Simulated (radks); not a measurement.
Initial-state core-level shifts of the barium ion Ba+ when its valence configuration changes from [Xe] 6s1. All-electron calculation, scalar-relativistic Kohn-Sham, r2SCAN, spin-polarised, spherical densities, finite nucleus; open shells are filled with parallel spins first (spin-orbit coupling, left out, can overturn this in heavy ions); meta-GGA in the generalised Kohn-Sham scheme; Fermi nuclear charge, rms radius 4.8378 fm. Program: a radial shooting solver on a logarithmic mesh with Libxc functionals. Shifts are changes of the shell-averaged eigenvalues in eV (positive: less bound); the change of the density at the nucleus, which sets a Mossbauer isomer shift, is in e/bohr^3, on a base of 3.342e+05.

5d1: 2s +2.016; 3s +2.007; 4s +1.987; 4p +1.987; density at nucleus -18.51
4f1: 2s +2.477; 3s +2.861; 4s +2.740; 4p +2.670; density at nucleus -23.07
6p1: 2s -1.119; 3s -1.121; 4s -1.115; 4p -1.114; density at nucleus -15.36
5d0.5 6s0.5: 2s +1.001; 3s +0.996; 4s +0.986; 4p +0.986; density at nucleus -9.50
6s0.5 6p0.5: 2s -0.569; 3s -0.571; 4s -0.568; 4p -0.567; density at nucleus -8.37
